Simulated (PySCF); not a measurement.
SMILES C(O)(c1ccccc1)=O (C7H6O2), singlet at its GFN2-xTB optimised geometry (Å):

```
15

O     -2.5698    -1.4165     0.0043
C     -1.3650    -1.3530     0.0008
O     -0.5991    -2.4571    -0.0025
C     -0.5880    -0.0952     0.0000
C     -1.2833     1.1127    -0.0001
C     -0.5914     2.3081    -0.0005
C      0.7950     2.3048    -0.0004
C      1.4898     1.1054     0.0000
C      0.8046    -0.0952     0.0000
H     -1.1657    -3.2440    -0.0018
H     -2.3624     1.0874    -0.0001
H     -1.1299     3.2440    -0.0003
H      1.3358     3.2399     0.0000
H      2.5698     1.1078     0.0002
H      1.3369    -1.0334    -0.0001
```

Calculation: B3LYP/def2-TZVP in PySCF 2.14.0. Cells within 0.4 Å of a nucleus heavier than hydrogen are left out (blank, or x).

Map of the deformation density (molecule minus spherical neutral atoms) (e/bohr³) on the plane z = 0.0 Å:

```
|1111111111111111111111111111111|
|1111111111111111111111111111111|
|1111111111111111111111111111111|
|1111111111111111111111111111111|
|1111111111111111111111111111111|
|1111111111101111111111111111111|
|1111111111118310125411111111111|
|1111111111128621138511111111111|
|1111111111114xx65x6211111111111|
|1111111111013xx87xx111111111111|
|1111111111127722248411111111111|
|11111111133xx510027x34311111111|
|11111110298xx20000xxx8911111111|
|1111111113338510027x34211111111|
|1111111111126722248411111111111|
|1111111111002xx87xx111111111111|
|1111111111013xx55x7311111111111|
|1111111221027611138511111111111|
|11111125x45xx300025411111111111|
|1111111xxx9xx100111011111111111|
|1111111473215301111111111111111|
|1111111221003xx2111111111111111|
|1111111111012xx3111111111111111|
|1111111111016411111111111111111|
|1111111111004211111111111111111|
|1111111111100011111111111111111|
|1111111111111111111111111111111|
|1111111111111111111111111111111|
|1111111111111111111111111111111|
|1111111111111111111111111111111|
|1111111111111111111111111111111|
```
Scale: ten equal steps from -0.027 (start of '0') to 0.131 (end of '9'), in the order '0123456789'; x runs from -5.50 to 5.50, y from -5.50 (bottom) to 5.50 (top).
